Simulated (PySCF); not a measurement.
Stepwise substitution at one centre (Ga H-Cl). Isolated molecules, 0 K electronic values unless said otherwise. Strings in code marks are SMILES.

Method: PySCF 2.14.0 with PBE-D3(BJ)/def2-TZVP // B3LYP-D3(BJ)/def2-TZVP. Excitations are Tamm–Dancoff values on a coarser integration grid. The basis has no diffuse functions, so Rydberg states are missing or too high.

```tsv
species	S1–T1 gap (TDA) (eV)	HOMO (eV)	LUMO (eV)	S1 oscillator strength	T1 excitation (TDA) (eV)
0 of 3 H replaced by Cl	–	-7.34	-2.65	–	–
1 of 3 H replaced by Cl (`[GaH2][Cl]`)	0.21	-7.12	-2.64	0.000	4.35
2 of 3 H replaced by Cl	0.11	(withheld)	-2.54	(withheld)	(withheld)
3 of 3 H replaced by Cl (`[Cl][Ga]([Cl])[Cl]`)	0.32	-8.01	-3.03	0.000	(withheld)
```

Task: Complete the blanks.

Result: 
- 2 of 3 H replaced by Cl, HOMO (eV): -7.73
- 2 of 3 H replaced by Cl, S1 oscillator strength: 0.000
- 2 of 3 H replaced by Cl, T1 excitation (TDA) (eV): 5.12
- 3 of 3 H replaced by Cl (`[Cl][Ga]([Cl])[Cl]`), T1 excitation (TDA) (eV): 4.82
